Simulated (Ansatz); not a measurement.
Relaxation of BClH$_{5}$OP (9 atoms, charge 0, multiplicity 1), to a largest force component of 0.03 eV/Å in at most 50 steps.

Theory: Ansatz, RHF/def2-SVP.

```xyz
9
Properties=species:S:1:pos:R:3
B -0.081 0.613 -0.352
O -0.237 -0.211 2.118
H -1.010 -0.703 2.356
H 1.016 0.166 -0.445
Cl -1.424 -0.273 -1.085
P -0.318 2.430 0.209
H -1.562 2.355 0.863
H 0.508 2.454 1.345
H -0.470 0.726 2.209
```

Where does it end, and by what steps?

It converged. The force dipped under the threshold on the way, but the program's further checks kept it going. After 25 steps the energy has fallen by 0.165 eV; H9 moved furthest, 0.76 Å.

```csv
step,energy less start (eV),largest force component (eV/Å),accepted
0,0.0000,1.526,yes
1,-0.0733,1.307,yes
2,-0.0837,1.208,yes
3,-0.0826,0.636,no
4,-0.1348,0.650,yes
5,-0.1521,0.187,yes
6,-0.1521,0.331,yes
7,-0.1514,0.497,no
8,-0.1596,0.124,yes
9,-0.1621,0.014,yes
10,-0.1623,0.157,yes
11,-0.1630,0.037,yes
12,-0.1634,0.037,yes
13,-0.1638,0.007,yes
14,-0.1600,0.443,no
15,-0.1640,0.034,yes
16,-0.1641,0.113,yes
17,-0.1644,0.039,yes
18,-0.1646,0.035,yes
19,-0.1648,0.072,yes
20,-0.1607,0.460,no
21,-0.1648,0.037,yes
22,-0.1650,0.004,yes
23,-0.1651,0.076,yes
24,-0.1651,0.051,yes
25,-0.1652,0.019,yes
```

```xyz
9
Properties=species:S:1:pos:R:3
B -0.132 0.655 -0.241
O -0.266 -0.157 2.121
H -0.542 -1.062 2.096
H 0.926 0.113 -0.303
Cl -1.552 -0.246 -0.835
P -0.246 2.565 -0.020
H -1.472 2.673 0.669
H 0.616 2.722 1.084
H -0.910 0.292 2.650
```

Whether the end is a true minimum wasn't checked by a vibrational analysis.

Time of the run: 30 s on 2 threads of Arm Neoverse V1, with other jobs on the host, peak memory 0.16 GiB.
